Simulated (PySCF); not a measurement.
Ta(NH)(SMe)3, C3H10NS3Ta (singlet state).
Bonds: Ta1–N2, Ta1–S4, Ta1–S9, Ta1–S14, S4–C5, S9–C10, S14–C15. Hydrogens: H3 on N2; H6, H7, H8 on C5; H11, H12, H13 on C10; H16, H17, H18 on C15.

Computed, not measured: PBE0-D3(BJ)/def2-SVP geometry optimisation, gas phase, def2 core potentials past Kr in PySCF.

(1) Give the optimised bond lengths and angles.

## Answers

(1) 
| bond | length (pm) |
| --- | --- |
| Ta1–N2 | 176.2 |
| Ta1–S4, Ta1–S9, Ta1–S14 | 237.3 |
| N2–H3 | 101.4 |
| S4–C5, S9–C10, S14–C15 | 182.4 |
| C5–H6 and 8 like bonds | 109.8 |

Bonds in one row agree within 1 pm and their mean is given. A selection of angles:
| angle | degrees |
| --- | --- |
| N2–Ta1–S4 | 108.0 |
| S4–Ta1–S9 | 112.4 |
| S9–Ta1–S14 | 109.6 |
| Ta1–S4–C5 | 107.8 |
| Ta1–S14–C15 | 106.0 |
| H3–N2–Ta1 | 178.4 |

Torsions: N2–Ta1–S4–C5 26° (synperiplanar); N2–Ta1–S9–C10 28° (synperiplanar); N2–Ta1–S14–C15 33° (synclinal). The mirror-image conformer, all signs reversed, is as good.

All 3 C–S bonds measure 1.824 to 1.826 Å. Ta1 (tantalum bonded to N and 3 S) is tetrahedral (angles from 107.4° to 112.4°). All 3 S–Ta bonds measure 2.373 to 2.374 Å.

Point group: near C3, missed by 0.32 Å at most; the miss may be what the optimiser left on a soft mode. Not checked by PBE0-D3(BJ)/def2-SVP frequencies.

The run took 8.9 min of wall time on one thread of an Intel Xeon Platinum 8488C, no GPU (shared host), and the process peaked at 0.89 GiB of memory. These figures are those of the optimisation.
